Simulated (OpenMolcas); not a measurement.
Sn3+: effect of the level shift or regulariser

```json
{
 "Program": "OpenMolcas",
 "Basis": "ANO-RCC-VTZP [7s6p4d2f1g]",
 "Scalar Hamiltonian": "DKH2, point nucleus",
 "Active space": "1 electron in 4 orbitals (5s 5p)",
 "State averaging": "2S+1 = 2 even, 1 root; 2S+1 = 2 odd, 3 roots",
 "Spin-orbit coupling": "RASSI with atomic mean-field integrals over the reference wave functions, term energies averaged over their components"
}
```

Methods on the same reference wave functions:
A. CASSCF
B. SS-CASPT2, IPEA 0.25 Eh, imaginary shift 0.1 Eh (closed shells correlated: 4d)
C. SS-CASPT2, IPEA 0.25 Eh, real shift 0.2 Eh (closed shells correlated: 4d)

Energies in cm-1 above 5s 2S 1/2, the measured ground level; measured values from Moore, Atomic Energy Levels, vol. III, NSRDS-NBS 35 (1971 reprint of NBS Circular 467, 1958).

```json
{"Level": "5s 2S 1/2", "A": "0.0", "B": "0.0", "C": "0.0", "Measured": "0.0"}
{"Level": "5p 2P* 1/2", "A": "67964", "B": "71332", "C": "71329", "Measured": "69564"}
{"Level": "5p 2P* 3/2", "A": "73301", "B": "76669", "C": "76666", "Measured": "76072"}
```

Deviations, from unrounded energies. A percentage is the sum of absolute deviations over the sum of measured energies, with the sign that they share, or ± where signs differ.

```csv
Against measurement,Levels,A,B,C
mean absolute deviation (cm-1),2,2200,1200,1200
other configurations (%),2,-3.0,+1.6,+1.6
```

B, C lie about equally close to measurement and A furthest from it. The largest miss of C in the table is 5p 2P* 1/2, by +1800 cm-1. The ranking rests on the paired levels alone, and a cruder setting can come out closer through cancelling errors.

Between B and C no level of the table moves by more than 5 cm-1.

The lowest spin-free term lies below A's lowest term by 0.376 hartree in B, 0.375 hartree in C.

With one active electron the reference holds no correlation, so core polarisation is missing (holds for A). With one active electron, CASPT2 adds the correlation within the correlated inactive shells and between them and that electron, and leaves the splitting within a term as the reference gives it (holds for B; C). Computed and measured levels are paired by configuration, term and J; levels that our copy of the source lacks, or whose pairing is in doubt (as where it misses far off the trend of its configuration), stay unpaired and out of the deviations. Levels of configurations outside the active space are missing.

* marks odd parity.
